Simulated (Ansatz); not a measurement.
Mulliken charges of FH$_{3}$O$_{2}$SZr (`[OH][Zr]([OH])([F])[SH]`) from ωB97M-V/def2-TZVPP in Ansatz (PBE0-D4/def2-TZVP geometry).

```json
{"atom": "O1", "x (Å)": "-1.814", "y (Å)": "0.667", "z (Å)": "0.415", "charge (e)": "-0.491"}
{"atom": "Zr2", "x (Å)": "-0.205", "y (Å)": "-0.046", "z (Å)": "-0.310", "charge (e)": "1.277"}
{"atom": "O3", "x (Å)": "0.534", "y (Å)": "-1.493", "z (Å)": "0.689", "charge (e)": "-0.492"}
{"atom": "F4", "x (Å)": "-0.501", "y (Å)": "-0.665", "z (Å)": "-2.094", "charge (e)": "-0.394"}
{"atom": "S5", "x (Å)": "1.402", "y (Å)": "1.825", "z (Å)": "-0.310", "charge (e)": "-0.362"}
{"atom": "H6", "x (Å)": "-2.625", "y (Å)": "0.878", "z (Å)": "0.867", "charge (e)": "0.173"}
{"atom": "H7", "x (Å)": "0.778", "y (Å)": "-2.164", "z (Å)": "1.320", "charge (e)": "0.172"}
{"atom": "H8", "x (Å)": "2.432", "y (Å)": "0.998", "z (Å)": "-0.577", "charge (e)": "0.116"}
```

Problem. By hand: the dipole of these point charges (1 e Å = 4.8032 D).

Solution. Σ q r = (0.018, -0.155, 0.309) e Å, of length 0.346 e Å = 1.66 D.

Problem. How does the dipole of the full density compare? (Best estimate.)

Solution. The calculation gave: (-0.274, -0.393, 0.571) e Å, 3.58 D; the point charges give 0.46 times that, at 26° from its direction.

Point charges leave out the atoms' own dipoles, such as those of lone pairs, and Mulliken's split depends on the basis, so the two needn't agree.
